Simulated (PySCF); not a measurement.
## Relaxation of singlet TaS₂⁺

Level of theory: PBE0 in PySCF with Ta def2-TZVP with ECP60, S def2-TZVP; scalar-relativistic core potentials, no spin–orbit coupling; density-fitted integrals. A (50,194) grid was used.

A hand-made bent start, of C2v symmetry, held to at least that symmetry:

```xyz
3
charge 1 multiplicity 1, angstrom
Ta    0.0000    0.0000   -0.3229
S     1.7661    0.0000    0.9137
S    -1.7661    0.0000    0.9137
```

Question: What does it relax to?

Answer: It ends at C2v with Ta–S 2.116 Å (×2); S–Ta–S 105.0° (after a last refinement on a finer grid). A frequency run shows a minimum. Other isomers or separated fragments may lie lower.

Question: How much energy is released, and in how many steps?

Answer: 7.8 kJ/mol in 3 steps.

Spin–orbit coupling, left out here, can matter for elements this heavy.

The relaxation took about 24 core-seconds on a shared host.
